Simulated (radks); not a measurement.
Task: Ni4+, configuration [Ar] 3d6. Method: Dirac Kohn-Sham, LDA (Slater exchange, Perdew-Wang correlation), spin-unpolarised, spherical densities, finite nucleus; open shells are shared between the two j in proportion to 2j + 1; Fermi nuclear charge, rms radius 3.7757 fm; computed with a radial shooting solver on a logarithmic mesh with Libxc functionals. Some entries of the table are withheld. Estimate them.

orbital,occ.,eigenvalue (hartree),r(max) (bohr)
1s1/2,2,-303.4510,0.03546
2s1/2,2,-38.38738,0.2050
2p1/2,2,(1),0.1630
2p3/2,4,(2),0.1657
3s1/2,2,-6.33939,0.6365
3p1/2,2,(3),0.6359
3p3/2,4,(4),0.6434
3d3/2,2.4,(5),0.6020
3d5/2,3.6,(6),0.6044

Result: 
(1) 2p1/2 eigenvalue (hartree): -33.82914
(2) 2p3/2 eigenvalue (hartree): -33.18839
(3) 3p1/2 eigenvalue (hartree): -4.93800
(4) 3p3/2 eigenvalue (hartree): -4.85232
(5) 3d3/2 eigenvalue (hartree): -2.53415
(6) 3d5/2 eigenvalue (hartree): -2.52312
